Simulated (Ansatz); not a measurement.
Reactions of C₂H₃Cl₂FSi₂, SMILES `F[SiH](Cl)C#C[SiH2]Cl`.

Calculated with Ansatz (gas phase, PBE0-D4/def2-TZVP geometries, no zero-point term in ΔE). CCSD(T)/CBS adds triple-zeta CCSD(T) − MP2 to the extrapolated MP2 energy (def2 sets, frozen cores). This one scheme is used for every species. Functionals use def2-TZVPP. Each species was taken in one conformer, which may not be the lowest.

```tsv
reaction	r2SCAN-D4 (kJ/mol)
`F[SiH](Cl)C#C[SiH2]Cl` + `FCS` → `FCS[SiH2]Cl` + `C#C[SiH](F)Cl`	-25
`F[SiH](Cl)C#C[SiH2]Cl` + `O[SiH](O)F` → `O[SiH](F)O[SiH2]Cl` + `C#C[SiH](F)Cl`	-84
`F[SiH](Cl)C#C[SiH2]Cl` + `S[SiH2]Cl` → `Cl[SiH2]S[SiH2]Cl` + `C#C[SiH](F)Cl`	-32
`F[SiH](Cl)C#C[SiH2]Cl` + HCl → `Cl[SiH2]Cl` + `C#C[SiH](F)Cl`	-63
`F[SiH](Cl)C#C[SiH2]Cl` + CH₄ → `CC#C[SiH2]Cl` + `F[SiH2]Cl`	56
```

Give the CCSD(T)/CBS values in the same order. (Estimate.)

Computed: -25, -87, -33, -62, 59 kJ/mol.

Largest T1 diagnostic: 0.012, for `C#C[SiH](F)Cl`.
